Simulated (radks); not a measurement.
Results of a calculation; reference values are marked as such.
The gold ion Au2+, configuration [Xe] 4f14 5d9. Level of theory: scalar-relativistic Kohn-Sham, LDA (Slater exchange, VWN5 correlation), spin-polarised, spherical densities, point nucleus; open shells are filled with parallel spins first (spin-orbit coupling, left out, can overturn this in heavy ions); hard spherical wall at 1.5 bohr (a radial shooting solver on a logarithmic mesh with Libxc functionals).

Radial electron density D(r) = 4 pi r^2 rho(r):

r (bohr)  D(r) (e/bohr)   spin D(r)
0.002175          30.69  -0.0000610
0.002788          41.72  -0.0000818
0.003572          55.18   -0.000106
0.004578          70.48   -0.000133
0.00582           85.66   -0.000156
0.007457          99.33   -0.000173
0.009556          107.9   -0.000168
0.01225           109.1   -0.000106
0.01569           103.8    0.000145
0.02011           97.68     0.00105
0.02556           100.0     0.00391
0.03276           116.4      0.0126
0.04198           139.2      0.0351
0.0538            148.4      0.0836
0.06894           133.9       0.165
0.08834           117.0       0.254
0.1123            124.6       0.271
0.1439            138.3       0.148
0.1844            116.0    -0.00381
0.2363            79.91       0.118
0.3028            81.40       0.493
0.385             91.30       0.527
0.4934            67.91      0.0863
0.6322            40.56       0.157
0.8102            36.83        1.24
1.038             31.49        1.79
1.33              6.525       0.436

D(r) has 5 maxima, at r = 0.0112, 0.0521, 0.144, 0.373, 0.864 bohr, and minima at 0.0218, 0.0927, 0.262, 0.742 bohr, inside which lie 1.89, 11.01, 29.78, 60.38 electrons.
